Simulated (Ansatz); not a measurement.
Gas-phase electronic energies from Ansatz, PBE0-D4/def2-TZVP geometries. CCSD(T)/CBS is extrapolated from def2-TZVPP and def2-QZVPP, frozen cores. Functionals use def2-TZVPP. Open shells (•) are unrestricted, without spin–orbit coupling. Spin–orbit coupling would lower the free atoms: a little for B, C, Cl, O. Each species was taken in one conformer, which may not be the lowest.

`COB(O)Cl` → B• + C• + Cl• + 4 H• + 2 O•  (atomization)

`COB(O)Cl`:

Cartesian coordinates in Å:
```
C -0.500 -0.941 -0.856
O 0.358 -0.434 0.149
B 0.293 0.830 0.618
O 1.144 1.250 1.581
Cl -0.894 1.995 0.011
H -0.218 -1.979 -1.028
H -0.390 -0.377 -1.785
H -1.544 -0.897 -0.538
H 1.750 0.552 1.847
```

```csv
level,ΔE (kJ/mol)
r2SCAN-D4,3710.9
ωB97M-V,3705.5
r2SCAN,3706.9
HF/def2-TZVPP,2702.8
SCS-MP2/def2-TZVPP,3648.8
CCSD/def2-TZVPP,3530.4
MP2/CBS(def2),3794.0
CCSD/CBS(def2),3615.5
```

What does CCSD(T)/CBS give? (Best estimate.)

Computed: +3682.3 kJ/mol. The listed levels differ from it by 28.6, 23.2, 24.6, -979.5, -33.5, -151.9, 111.7, -66.8 kJ/mol.

Largest T1 diagnostic among the species: 0.014.

In def2-TZVPP, CCSD(T) changes the Hartree–Fock value by +886.8 kJ/mol (the triples alone add +59.2 kJ/mol) and MP2 by +997.0 kJ/mol; breaking electron pairs costs correlation energy, which Hartree–Fock lacks. The D4 term adds +26.6 kJ/mol with B3LYP and +13.8 kJ/mol with PBE0; it sums over pairs of atoms, weighted by their polarisabilities, and B3LYP, whose exchange is more repulsive, gets the larger term.

B3LYP here is the variant with VWN-RPA as its local correlation; programs differ in this.

CCSD(T)/CBS has its own doubt, a few kJ/mol and more with outer-core shells, so smaller differences from it don't rank the levels.
